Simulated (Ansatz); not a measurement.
CH3ClZn, SMILES `Cl[CH2][ZnH]`. Charge 0, multiplicity 1. Geometry: relaxed with PBE0-D4/def2-TZVP.

```xyz
6

Cl    0.517    1.187    1.478
C     0.057   -0.326    0.608
Zn   -0.207    0.206   -1.254
H     0.868   -1.036    0.768
H    -0.835   -0.711    1.102
H    -0.400    0.680   -2.703
```

What is the dipole moment at r2SCAN/def2-TZVPP? (Estimate.)

The calculation gave: 1.91 D, with components (-0.47, -1.70, -0.73) D in this frame, pointing from negative to positive charge.

And with PBE, B3LYP, ωB97M-V? (Best estimate.)

Computed: PBE 1.77 D, B3LYP 1.90 D, ωB97M-V 1.95 D.

Give the Mulliken charges with r2SCAN, ωB97M-V, PBE in def2-TZVPP. (Estimate.)

Ansatz gave: 
| atom | r2SCAN | ωB97M-V | PBE |
| --- | --- | --- | --- |
| Cl1 | -0.20 | -0.16 | -0.17 |
| C2 | -0.17 | -0.33 | -0.21 |
| Zn3 | 0.30 | 0.29 | 0.22 |
| H4 | 0.10 | 0.15 | 0.13 |
| H5 | 0.10 | 0.15 | 0.13 |
| H6 | -0.13 | -0.09 | -0.09 |

B3LYP here is the variant with VWN-RPA as its local correlation; programs differ in this.
